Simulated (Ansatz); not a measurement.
Harmonic frequencies (cm⁻¹) at PBE0-D4/def2-TZVP from Ansatz: 50, 55, 169, 183, 205, 310, 311, 359, 365, 505, 581, 588, 704, 706, 792, 831, 865, 866, 886, 925, 967, 972, 973, 987, 1206, 1577, 1579, 2194, 2202, 2203, 2216, 3580, 3609, 3610, 3707, 3707.

Each molecule was computed in one conformer, which needn't be the lowest.

Which molecule is it?
A. `N[SiH2]N[SiH2]N`
B. `O[SiH2]C#C[SiH2]F`
C. `CO[SiH](F)[O][GeH3]`
D. `O[SiH](O)O[SiH](F)F`

A.
